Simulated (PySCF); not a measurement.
Si(Cl)2(I)(OH) (Cl2HIOSi), SMILES O[Si](Cl)(Cl)I. Geometry optimised at PBE-D3(BJ)/def2-SVP. The structure was generated by enumeration, and PubChem lists no compound with its InChIKey, so it may never have been made. The def2 effective core potentials stand for the cores of I; spin–orbit coupling is left out. One conformer was computed; it need not be the lowest.

Computed equilibrium geometry at PBE-D3(BJ)/def2-SVP (PySCF confirms it by a frequency run) as bond lengths and angles, and its point group (one conformer of several):
point group Cs.
Atoms: O1 Si2 Cl3 Cl4 I5 H6. Bonded distances (Å): O1–Si2 1.657, O1–H6 0.976, Si2–Cl3 2.068, Si2–Cl4 2.068, Si2–I5 2.430. Angles (°): Si2–O1–H6 115.2, O1–Si2–Cl3 111.0, O1–Si2–Cl4 111.0, O1–Si2–I5 106.2, Cl3–Si2–Cl4 107.2, Cl3–Si2–I5 110.7, Cl4–Si2–I5 110.7.
Charge 0, spin multiplicity 1.
